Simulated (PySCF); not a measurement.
A structure optimised at B3LYP-D3(BJ)/def2-SVP, used in a PySCF frequency run:

```
C
H 1 1.0987
C 1 1.5308 2 109.96
F 3 1.3691 1 116.97 2 28.22
H 3 1.1026 4 108.83 1 -127.03
C 3 1.5397 5 112.58 4 132.25
H 6 1.0987 3 117.65 5 -29.44
H 6 1.1001 7 109.50 3 126.46
C 1 1.5417 2 112.19 3 -96.73
H 9 1.0981 1 116.97 2 -30.62
H 9 1.0992 10 109.26 1 127.00
Cl 1 1.7920 2 107.61 3 130.68
```

**Question.** Write its SMILES and formula.

**Answer.** F[C@@H]1CC[C@H]1Cl, C4H6ClF

**Question.** What are its rotational constants (standard atomic weights)?

**Answer.** 4.4278, 2.0867, 1.5215 GHz
